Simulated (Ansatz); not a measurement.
System: CH3BCl, charge 0, doublet. CH3BCl (SMILES B([CH2])Cl, doublet).
B3LYP-D3(BJ)/def2-TZVP minimum from Ansatz (a quantum-chemistry and plane-wave program):
```xyz
6

B     -0.7016    -0.3531    -0.2127
H     -1.3903    -1.2829     0.0511
Cl     0.7939    -0.1806     0.7106
C     -1.0413     0.6673    -1.2807
H     -1.9479     0.6025    -1.8727
H     -0.4018     1.5126    -1.5109
```
Charge 0, spin multiplicity 2.

Total energies in hartree (Ansatz). Radicals and triplets start from unrestricted determinants; spin-orbit coupling is neglected. Correlated methods leave the cores frozen. No relativity. Where a partner has so few electrons that a lower coupled-cluster level is exact, that level stands in.

```tsv
species	HF/cc-pV(T+d)Z	CCSD(T)/cc-pV(T+d)Z	HF/cc-pV(Q+d)Z	CCSD(T)/cc-pV(Q+d)Z	CCSD(T)/cc-pV(D+d)Z	CCSDT(Q)/cc-pV(D+d)Z
1: CH3BCl (SMILES [CH2]BCl, doublet)	-523.84612	-524.33534	-523.85373	-524.37626	-524.19889	-524.20058
2: B (doublet)	-24.53207	-24.59810	-24.53297	-24.60084	-24.58941	-24.58977
3: H (doublet)	-0.49981	-0.49981	-0.49995	-0.49995	-0.49928	-0.49928
4: Cl (doublet)	-459.48556	-459.67356	-459.48916	-459.69449	-459.60403	-459.60445
5: C (triplet)	-37.69157	-37.78076	-37.69331	-37.78654	-37.76038	-37.76071
```

Work out the atomisation energy (electronic, to ground-state atoms) in kcal/mol: take Hartree-Fock from cc-pV(Q+d)Z, extrapolate the CCSD(T) correlation energy as X^-3 (X = 3, 4), and add CCSDT(Q) - CCSD(T) in cc-pV(D+d)Z. 1 hartree = 627.51 kcal/mol.


Species 1: correlation (64·(-0.52253) - 27·(-0.48922))/37 = -0.54684; step -0.00169; E1 = -523.85373 + (-0.54684) + (-0.00169) = -524.40226
Species 2: correlation (64·(-0.06787) - 27·(-0.06603))/37 = -0.06921; step -0.00036; E2 = -24.53297 + (-0.06921) + (-0.00036) = -24.60254
Species 3: correlation (64·(0.00000) - 27·(0.00000))/37 = 0.00000; step +0.00000; E3 = -0.49995 + (0.00000) + (+0.00000) = -0.49995
Species 4: correlation (64·(-0.20533) - 27·(-0.18800))/37 = -0.21798; step -0.00042; E4 = -459.48916 + (-0.21798) + (-0.00042) = -459.70756
Species 5: correlation (64·(-0.09323) - 27·(-0.08919))/37 = -0.09618; step -0.00033; E5 = -37.69331 + (-0.09618) + (-0.00033) = -37.78982
-1·E1 +1·E2 +3·E3 +1·E4 +1·E5 = 0.80249 hartree = 503.6 kcal/mol.
